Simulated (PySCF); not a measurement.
Correlation energy of Ho⁺ (holmium, charge +1)

Starting occupation: [Xe] 4f11 6s1, 4f5/2 with m_j = -5/2, -3/2, -1/2, +1/2, +3/2, +5/2, 4f7/2 with m_j = -1/2, +1/2, +3/2, +5/2, +7/2, 6s1/2 with m_j = +1/2. Computed with PySCF 2.14 in x2c-SVPall-2c with one added diffuse shell each of s, p, d, f type (8s11p10d4f1g, 128 functions), with X2C-1e with screened-nucleus spin-orbit coupling, Gaussian nucleus. Frozen: [Ar] 3d10; 38 electrons correlated; the 16 highest virtual spinors left out.

MP2 pair energies summed by pair of shells (mhartree):

| pair | energy | share (%) |
| --- | --- | --- |
| 4f-4f | -242.03 | 23.0 |
| 4d-4f | -156.45 | 14.9 |
| 4f-5p | -146.34 | 13.9 |
| 5p-5p | -117.34 | 11.1 |
| 4d-4d | -98.16 | 9.3 |
| 4d-4p | -66.56 | 6.3 |
| 4d-5p | -54.87 | 5.2 |
| 4f-4p | -44.91 | 4.3 |
| 5p-5s | -27.43 | 2.6 |
| 5p-6s | -17.19 | 1.6 |
| 4p-4p | -16.75 | 1.6 |
| 4f-5s | -12.39 | 1.2 |
| 4d-5s | -10.44 | 1.0 |
| 4p-5p | -8.47 | 0.8 |
| 4f-6s | -6.95 | 0.7 |
| 4d-4s | -5.67 | 0.5 |
| 5s-5s | -5.31 | 0.5 |
| 4f-4s | -4.34 | 0.4 |
| 4p-4s | -4.06 | 0.4 |
| 4p-5s | -3.23 | 0.3 |
| 4d-6s | -1.11 | 0.1 |
| 4s-4s | -1.03 | 0.1 |
| 5s-6s | -0.90 | 0.1 |
| 4s-5p | -0.85 | 0.1 |
| 4s-5s | -0.46 | 0.0 |
| 4p-6s | -0.16 | 0.0 |
| 4s-6s | -0.02 | 0.0 |

Total MP2 correlation energy: -1053.4 mhartree.

The GHF reference relaxed away from the jj start to a determinant that is no pure jj level (⟨S²⟩ = 6.01, ⟨J²⟩ = 72.01); the energies belong to that determinant.

This basis was not built for core-valence correlation, so the inner-shell part is incomplete.
